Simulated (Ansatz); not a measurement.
Frontier orbitals of C2H8ClGaO, SMILES `[CH3][Ga-]([CH3])([OH2+])[Cl]`.

Charge 0, multiplicity 1. Correlated methods include outer-core shells of Ga, which these sets cover unevenly. Scalar relativity is left out up to krypton. The structure was optimised at the PBE0-D4/def2-TZVP level. It is one conformer, not always the lowest. Basis def2-TZVPP, the Gaussian-basis code of Ansatz.

Orbital energies of one run (eV). Highest occupied ones, from the top: -10.20, -11.15, -11.34, -11.49, -13.22, -13.80, -13.91, -14.16, -14.22, -15.22, -16.76, -19.86, -22.13, -22.41. Empty: 2.01, 2.81, 3.70, 3.87, 4.43, 4.71.

Question: Which functional gave them?
A. revPBE
B. CAM-B3LYP
C. ωB97X-V
D. LC-ωPBE

Answer: D. HOMO energies: LC-ωPBE -10.20, ωB97X-V -9.82, CAM-B3LYP -8.82, revPBE -6.15 eV.

LC-ωPBE has ω = 0.4 bohr⁻¹.
